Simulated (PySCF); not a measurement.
A family of related molecules: binary hydrides. Isolated molecules, 0 K electronic values unless said otherwise. Strings in code marks are SMILES.

The numbers are results of PBE-D3(BJ)/def2-TZVP // PBE0-D3(BJ)/def2-TZVP run with PySCF, not measurements. 

```json
[
 {"species": "`[SnH4]`", "HOMO–LUMO gap (eV)": "7.64", "HOMO (eV)": "-7.93"},
 {"species": "`I`", "HOMO–LUMO gap (eV)": "[?]", "HOMO (eV)": "-6.77"},
 {"species": "`B`", "HOMO–LUMO gap (eV)": "5.42", "HOMO (eV)": "-8.47"},
 {"species": "`[AlH3]`", "HOMO–LUMO gap (eV)": "[?]", "HOMO (eV)": "-7.30"},
 {"species": "`[SbH3]`", "HOMO–LUMO gap (eV)": "5.63", "HOMO (eV)": "-6.51"},
 {"species": "`[BeH2]`", "HOMO–LUMO gap (eV)": "5.88", "HOMO (eV)": "[?]"},
 {"species": "`[MgH2]`", "HOMO–LUMO gap (eV)": "[?]", "HOMO (eV)": "-6.04"},
 {"species": "`[ZnH2]`", "HOMO–LUMO gap (eV)": "5.46", "HOMO (eV)": "-6.86"}
]
```

What belongs in the gaps?


- `I`, HOMO–LUMO gap (eV): 5.08
- `[AlH3]`, HOMO–LUMO gap (eV): 4.77
- `[BeH2]`, HOMO (eV): -7.46
- `[MgH2]`, HOMO–LUMO gap (eV): 4.88
